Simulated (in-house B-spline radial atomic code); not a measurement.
Ionising Sn with different functionals

Computed with an all-electron radial atomic-structure program (B-spline basis): scalar-relativistic (spin-free X2C) Hamiltonian, Fermi nucleus of rms radius 4.6519 fm, spin-polarised at highest spin, spherical fractional occupations for the functionals, the average over the highest-spin determinants for Hartree-Fock. The ionisation energy is the difference of two self-consistent energies, [Kr] 4d10 5s2 5p2 → [Kr] 4d10 5s2 5p1, without Breit or QED terms; ε is the level of the shell that loses the electron (its least bound occupied spin orbital). There is no spin-orbit coupling in this Hamiltonian.

Hybrids are left out here: with spherical fractional occupations of an open shell their exact exchange keeps a self-interaction that integer-occupation calculations don't have.

| method | rung | ΔSCF (eV) | -ε(5p) (eV) |
| --- | --- | --- | --- |
| Hartree-Fock | Hartree-Fock | 6.86 | 7.18 |
| LDA VWN5 | LDA | 7.45 | 4.25 |
| LDA PW92 | LDA | 7.44 | 4.24 |
| LDA exchange-only | LDA | 6.65 | 3.55 |
| PBE | GGA | 7.31 | 4.16 |
| PBEsol | GGA | 7.34 | 4.17 |
| BLYP | GGA | 7.11 | 3.91 |
| RPBE | GGA | 7.27 | 4.13 |
| PW91 | GGA | 7.37 | 4.20 |
| BP86 | GGA | 7.43 | 4.25 |
| AM05 | GGA | 7.29 | 4.13 |
| OLYP | GGA | 7.08 | 3.92 |
| TPSS | meta-GGA | ? | ? |
| SCAN | meta-GGA | 7.50 | 4.38 |
| r2SCAN | meta-GGA | 7.51 | 4.40 |
| revTPSS | meta-GGA | ? | ? |

Question: What does TPSS give?

Answer: ΔSCF 7.32 eV, and -ε(5p) = 4.19 eV.

Question: What does revTPSS give?

Answer: ΔSCF 7.34 eV, and -ε(5p) = 4.21 eV.

Question: How do they compare with the NIST value?

Answer: NIST lists 7.344 eV (measured, ground level to ground level). Errors run from -0.70 to +0.17 eV; PBEsol is closest (-0.00 eV), but part of that can be cancellation, since the calculations leave out spin-orbit coupling, Breit-QED terms, multiplet and fine-structure energies. Hartree-Fock also lacks correlation.
